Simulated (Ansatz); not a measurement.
`B[Si](C)(O)F` → `BF` + `C[Si]O`  (silylene formation by 1,1-elimination)

Isolated molecules relaxed with PBE0-D4/def2-TZVP in Ansatz; ΔE leaves out vibrations. CBS: MP2 limit from def2 TZ/QZ plus the TZ coupled-cluster correction, frozen cores. This one scheme is used for every species. Each species was taken in one conformer, which may not be the lowest.

| species | CCSD(T)/CBS(def2) energy (Eh) |
| --- | --- |
| `B[Si](C)(O)F` | -530.60219 |
| `BF` | -125.82039 |
| `C[Si]O` | -404.71755 |

Task: Work out ΔE.

Result: ΔE = (-125.82039) + (-404.71755) − (-530.60219) = 0.06425 Eh = +168.7 kJ/mol.

Largest T1 diagnostic among the species: 0.014.

Leaving LDA and LC-ωPBE aside and taking each functional with its dispersion term where it has one, the values, not all of them listed here, spread over 47.5 kJ/mol, from BLYP-D4 to r2SCAN0-D4. LDA lies +25.5 kJ/mol from PBE without D4. From BLYP to BHLYP (50 % exact exchange), in def2-TZVPP and without D4, ΔE moves by +42.2 kJ/mol.
